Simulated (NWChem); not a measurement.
System: BF2, doublet; SMILES [B](F)F

The following NWChem deck was run.

```
start job
memory heap 200 mb stack 900 mb global 1100 mb
geometry units angstroms noautosym nocenter noautoz
  F      1.136628     0.000000    -0.131689
  B      0.000000     0.000000     0.512857
  F     -1.136628     0.000000    -0.131689
end
basis spherical
  F library aug-cc-pvtz-j
  B library aug-cc-pvtz-j
end
dft
  odft
  mult 2
  xc xpbe96 cpbe96
  iterations 150
end
property
  hyperfine
end
task dft property
```

In the optimisation the excess spin sits in a1 (C2v, its own frame). Structure relaxed at the PBE0/def2-SVP, spin-unrestricted level. No stability test was run on the SCF state.

Fermi-contact couplings, non-relativistic, static geometry.

Atoms are numbered as in the input.

Problem. What results follow from this input? (PBE/aug-cc-pVTZ-J, spin-unrestricted, contact and dipolar terms.) Quantities: basis functions; A(iso) 11B atom 2 (MHz); A(iso) 19F atom 3 (MHz); <S²>.

Solution. 
```
Item                       Value
-------------------------  -----
number of basis functions    138
A(iso) 11B atom 2 (MHz)      787
A(iso) 19F atom 3 (MHz)      545
<S²>                       0.752
```
